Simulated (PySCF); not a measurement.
Work out the structure from these simulated measurements.

Formula: C4H7FO2Si.

| Property | Result |
| --- | --- |
| 13C NMR | chemical shifts (computed TMS as zero) by class: 226.4 (1 C), 139.7 (1 C), 134.0 (1 C), 53.4 (1 C) ppm [GIAO PBE0/pcSseg-1] |
| 1H NMR | chemical shifts (computed TMS as zero) by class: 7.20 (1 H), 6.68 (1 H), 5.90 (1 H), 4.56 (1 H), 4.11 (3 H) ppm [GIAO PBE0/pcSseg-1] |
| Rotational structure | rotational constants A, B, C: 2.727, 1.045, 0.899 GHz [GFN2-xTB] |
| NMR, other nuclei | isotropic shieldings of nuclei other than C and H, by class: -462 (1 O), 300 (1 O), 341 (1 F), 401 (1 Si) ppm [GIAO PBE0/pcSseg-1] |
| Dipole | 3.25 D [PBE0/pcSseg-1] |

Electronic properties: PySCF, gas phase, density fitting. Levels stand in brackets. The structure is a single GFN2-xTB conformer in the gas phase; no vibrational or solvent corrections. NMR classes are plain means over equivalent atoms (diastereotopic ones count apart unless rotation or inversion swaps them), as if these changed places fast.

**Question.** What is the compound? Reason from the data.

**Answer.** Numbering: `[CH2:1]=[CH:2][C:3](=[O:4])[Si@@H:5]([F:6])[O:7][CH3:8]`. Its formula, C4H7FO2Si, gives 2 degrees of unsaturation: 0 rings and 2 π bonds in the structure found. 4 carbons fall into 4 classes; from least to most shielded: carbonyl carbon [C3] (226.4 ppm), alkene CH carbon [C2] (139.7 ppm), terminal =CH2 carbon [C1] (134.0 ppm), methoxy carbon [C8] (53.4 ppm). Hydrogen classes from least to most shielded: 1 H on an alkene CH carbon, C2 (7.20 ppm), 1 H on a terminal =CH2 carbon, C1 (6.68 ppm), 1 H on a terminal =CH2 carbon, C1 (5.90 ppm), 1 H on a fluorine-bound silicon, Si5 (4.56 ppm), 3 H on a methoxy carbon, C8 (4.11 ppm). The other shieldings belong to: -462 ppm, carbonyl oxygen [O4]; 300 ppm, silyl ether oxygen [O7]; 341 ppm, silicon-bound fluorine [F6]; 401 ppm, fluorine-bound silicon [Si5]. The optimised geometry has point group C1 and is an asymmetric top. Structure: `C=CC(=O)[Si@@H](F)OC`. Computed isomers that give other values at the same levels: `CC1=C(O[SiH2]O)[C@H]1F` (13C chemical shifts (computed TMS as zero) by class: 138.6 (1 C), 94.9 (1 C), 75.1 (1 C), 9.5 (1 C) ppm); `CO[C@H]1C=C(F)[SiH2]O1` (13C chemical shifts (computed TMS as zero) by class: 179.8 (1 C), 133.4 (1 C), 106.9 (1 C), 57.5 (1 C) ppm); `CO[C@@]1(F)[SiH2][C@H]1C=O` (13C chemical shifts (computed TMS as zero) by class: 202.2 (1 C), 123.9 (1 C), 58.6 (1 C), 39.3 (1 C) ppm). The assignments are read from this structure; whether some other isomer fits the data as well wasn't checked. The mirror image fits equally.

Shape of the structure used: `[CH2:1]=[CH:2][C:3](=[O:4])[Si@@H:5]([F:6])[O:7][CH3:8]`: C1–C2–C3–O4 0°, C2–C3–Si5–F6 -78°, C3–Si5–O7–C8 -172°.
